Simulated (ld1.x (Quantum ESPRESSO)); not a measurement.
Which change was made? (Cr, TM)

| Quantity | Value |
| --- | --- |
| Element | chromium |
| Generator | ld1.x (Quantum ESPRESSO) 7.5 |
| Type | norm-conserving Troullier–Martins (Kleinman–Bylander form) |
| Functional | PBEsol |
| Relativity | fully relativistic |
| Frozen core | [Ar] |
| Valence charge | 6 |
| Reference configuration | 3d4 4s0 4p0 (charge +2) |
| Partial waves | 4s (bound, empty): rc 2.50 bohr; 4p (bound, empty): rc 2.30 bohr; 3d (bound): rc 1.30 bohr |
| Local potential | the d channel |
| Core correction | Bessel-smoothed model core, default radius (core density twice the valence density) |

Open shells are filled in proportion to 2j + 1 (rel_dist='average').

Cutoffs, loose and tight: the cutoffs (Ry, on a coarse ladder) from which the occupation-weighted sum of valence levels, in a spherical-Bessel basis at the reference potential, stays within 10 and 1 mRy of its value at 400 Ry. They do not see the model core or the augmentation charge, which bear on the density cutoff. Test errors are all-electron minus pseudo excitation energies from the reference, over the configurations 3d5 4s1 4p0; 3d5 4s0 4p0; 3d3 4s0 4p0; 3d5 4s0.5 4p0; 3d4 4s1 4p0; 3d2 4s0 4p0; 3d5 4s0 4p1; variants that change the core or the reference have their own tests. The largest error is taken over the tests solved by every variant that gives reliable tests at all, those not shown here included: 3d2 4s0 4p0; 3d3 4s0 4p0; 3d4 4s1 4p0; 3d5 4s0 4p0; 3d5 4s0 4p1; 3d5 4s0.5 4p0.

The base gives: outcome: generated; cutoff, loose: 120 Ry; cutoff, tight: 140 Ry; bound ghosts: s, p1/2, p3/2; largest test error (meV): -2124.

Problem. After one change the result is: outcome: generated; cutoff, loose: 120 Ry; cutoff, tight: 140 Ry; bound ghosts: s, p1/2, p3/2; largest test error (meV): -2889. Which change was it?
A. type ultrasoft; waves now 4s (bound): rcut 2.15, rcutus 2.50 bohr; 4s channel at 0.4 Ry: rcut 2.15, rcutus 2.50 bohr; 4p (bound): rcut 2.00, rcutus 2.30 bohr; 4p channel at 1.8 Ry: rcut 2.00, rcutus 2.30 bohr; 3d (bound): rcut 1.15, rcutus 1.30 bohr; 3d channel at -1.3 Ry: rcut 1.15, rcutus 1.30 bohr; local potential all-electron potential smoothed inside 1.95 bohr (lloc = -1); augmentation built from norm-conserving waves at rcut, not smoothed further
B. scalar-relativistic
C. reference 3d4.5 4s0 4p0

Solution. C. The others give: type ultrasoft; waves now 4s (bound): rcut 2.15, rcutus 2.50 bohr; 4s channel at 0.4 Ry: rcut 2.15, rcutus 2.50 bohr; 4p (bound): rcut 2.00, rcutus 2.30 bohr; 4p channel at 1.8 Ry: rcut 2.00, rcutus 2.30 bohr; 3d (bound): rcut 1.15, rcutus 1.30 bohr; 3d channel at -1.3 Ry: rcut 1.15, rcutus 1.30 bohr; local potential all-electron potential smoothed inside 1.95 bohr (lloc = -1); augmentation built from norm-conserving waves at rcut, not smoothed further → outcome: generated; cutoff, loose: 60 Ry; cutoff, tight: 100 Ry; bound ghosts: none; largest test error (meV): test run stopped at test 1 of 7 (negative rho) | scalar-relativistic → outcome: generated; cutoff, loose: 120 Ry; cutoff, tight: 140 Ry; bound ghosts: s, p; largest test error (meV): -2125.
